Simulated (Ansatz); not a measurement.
Stepwise reaction of `C[O][Mo]([OH])([F])([F])([F])[O]C` with hydrogen fluoride, as a gas-phase model of exchange steps in deposition or etching. ΔE in kJ/mol; ΔG adds harmonic PBE0-D4 terms to CCSD(T)/CBS, at 1 bar.

Isolated molecules relaxed with PBE0-D4/def2-TZVP in Ansatz; ΔE leaves out vibrations. CCSD(T)/CBS is the MP2 limit (def2-TZVPP, def2-QZVPP) plus CCSD(T) − MP2 in def2-TZVPP, frozen cores. This one scheme is used for every species. Functionals use def2-TZVPP. B3LYP here is the variant with VWN-RPA as its local correlation; programs differ in this. Elements past krypton have def2 core potentials. For Mo outer-core shells are correlated without core-valence functions, which leaves a few kJ/mol of doubt a bond. One conformer a species, not always the lowest.

```json
{"step": "1", "reaction": "`C[O][Mo]([OH])([F])([F])([F])[O]C` + H–F → `C[O][Mo]([OH])([F])([F])([F])[F]` + CH₃OH", "PBE-D4": "6.3", "B3LYP-D4": "9.6", "ωB97M-V": "4.4", "CCSD(T)/CBS": "24.3", "ΔG(400 K)": "14.2"}
{"step": "2", "reaction": "`C[O][Mo]([OH])([F])([F])([F])[F]` + H–F → `[OH][Mo]([F])([F])([F])([F])[F]` + CH₃OH", "PBE-D4": "21.6", "B3LYP-D4": "26.3", "ωB97M-V": "18.7", "CCSD(T)/CBS": "41.5", "ΔG(400 K)": "36.3"}
```

Question: By hand: ΔE of the 2 steps together at CCSD(T)/CBS.

Answer: (24.3) + (41.5) = 65.8 kJ/mol, or 32.9 kJ/mol a step.

In ΔE each step is higher than the one before. All are uphill at CCSD(T)/CBS. ΔG lies between 14.2 and 36.3 kJ/mol a step. PBE-D4 differs from CCSD(T)/CBS by -19.9 to -18.0 kJ/mol a step. Only this route is followed, and other bonds may react first. Isolated molecules leave out the surface, adducts and barriers. Largest T1 diagnostic: 0.025.
